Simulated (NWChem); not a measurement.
Molecule: C₂H₂BFO; SMILES C#CB(O)F

```xyz
7

B     -0.0253     0.5129     0.0000
C     -0.0386    -1.0271     0.0000
C     -0.0117    -2.2547     0.0000
H     -0.0014    -3.3371     0.0000
F     -1.1745     1.1958     0.0000
O      1.1255     1.2367     0.0000
H      1.9112     0.6615     0.0000
```
Atoms are numbered in this order, from 1.

Results from NWChem. Pople sets run with spherical d functions. STO-3G and 3-21G are far too small for this property and stand as cheap habits. Coordinates come from a PBE-D3(BJ)/def2-SVP optimisation. Field at 589 nm.

Task: Order these runs by computing time, cheapest first, and give rough ratios: B3LYP/def2-SVP; B3LYP/def2-SVPD; B3LYP/STO-3G.

Result: B3LYP/STO-3G (1), B3LYP/def2-SVP (6), B3LYP/def2-SVPD (20). Ratios are rough, from one shared machine; the cheapest took about 5 core-seconds (a rough figure). What differs between the cheapest and the dearest: isotropic polarisability (bohr³) 18.7 → 42.3; anisotropy (bohr³) 25.6 → 27.1.
